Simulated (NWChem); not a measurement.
fluoroethane (C2H5F); SMILES CCF

```xyz
8

C      0.2785    -1.1818     0.0000
C     -0.5529     0.0867     0.0000
F      0.2852     1.1991     0.0000
H     -0.3706    -2.0652     0.0000
H      0.9180    -1.2222    -0.8878
H      0.9180    -1.2222     0.8878
H     -1.1927     0.1445     0.8898
H     -1.1927     0.1445    -0.8898
```
Atoms are numbered in this order, from 1.

Results from NWChem. Pople sets run with spherical d functions. All runs use the structure optimised with B3LYP/6-31G* (spherical d). Vertical excitations in the gas phase.

Estimate the computed values for LRC-wPBEh/6-31+G*, full TDDFT. Quantities: lowest excitation, singlet (eV); oscillator strength of that lowest state; lowest state with f > 0.02, singlet (eV); orbital gap (eV).

lowest excitation, singlet (eV): 8.87
oscillator strength of that lowest state: 0.007
lowest state with f > 0.02, singlet (eV): 9.61
orbital gap (eV): 13.29
